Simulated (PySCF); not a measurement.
TaOF3, SMILES [O]=[Ta]([F])([F])[F], multiplicity 1.

Geometry: B3LYP-D3(BJ)/def2-SVP. The multiplicity is an assumed one; other spin states were not compared. The isomer is the one that the SMILES or the coordinates give; other isomers of the formula were not compared. The def2 effective core potentials stand for the cores of Ta; spin–orbit coupling is left out.

Level of theory: PBE/def2-TZVP (PySCF).

Gas-phase values at a fixed geometry.

```
Item                                                                                                           Result
---------------------------------------------------------------------------------------------  ----------------------
total energy                                                                                       -431.92481 hartree
point group                                                                                                       C3v
highest occupied level                                                                                       -8.65 eV
lowest empty level                                                                                           -2.61 eV
orbital gap                                                                                                   6.04 eV
dipole moment                                                                                                  1.75 D
quadrupole, principal values (traceless, Buckingham form, about the centre of nuclear charge)   -1.30, 0.65, 0.65 D·Å
mean static polarisability                                                                       37.1 bohr³ (5.50 Å³)
polarisability, principal values                                                               35.1, 35.1, 41.2 bohr³
```
